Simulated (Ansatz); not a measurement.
`NC[Se][SiH3]` + `[OH][GeH]([F])[F]` → `[F][GeH]([F])[O][SiH3]` + `NC[SeH]`  (ligand exchange at the Si–Se bond)

Program: Ansatz. Geometries: PBE0-D4/def2-TZVP. ΔE: electronic, gas phase. CCSD(T)/CBS is the MP2 limit (def2-TZVPP, def2-QZVPP) plus CCSD(T) − MP2 in def2-TZVPP, frozen cores. DFT in def2-TZVPP. HSE06 is defined as in plane-wave codes. For Ge, Se outer-core shells are correlated without core-valence functions, which leaves a few kJ/mol of doubt a bond. Scalar relativity is left out up to krypton. Each species was taken in one conformer, which may not be the lowest.

```tsv
level	ΔE (kcal/mol)
PBE-D4	-2.3
HSE06-D4	-3.5
B2PLYP	-7.8
PBE0	-4.2
LC-ωPBE	-5.8
HF/def2-TZVPP	-12.8
MP2/def2-QZVPP	-6.0
CCSD/CBS(def2)	-7.5
```

What does CCSD(T)/CBS give? (Estimate.)

Ansatz gave: -6.5 kcal/mol. The listed levels differ from it by 4.2, 3.0, -1.3, 2.3, 0.7, -6.3, 0.5, -1.0 kcal/mol.

Largest T1 diagnostic among the species: 0.012.

In def2-TZVPP, CCSD(T) changes the Hartree–Fock value by +5.6 kcal/mol (the triples alone add +1.0 kcal/mol) and MP2 by +6.7 kcal/mol. Leaving LDA and LC-ωPBE aside and taking each functional with its dispersion term where it has one, the values, not all of them listed here, spread over 6.8 kcal/mol, from BHLYP-D4 to revPBE-D4. LDA lies +0.8 kcal/mol from PBE without D4.
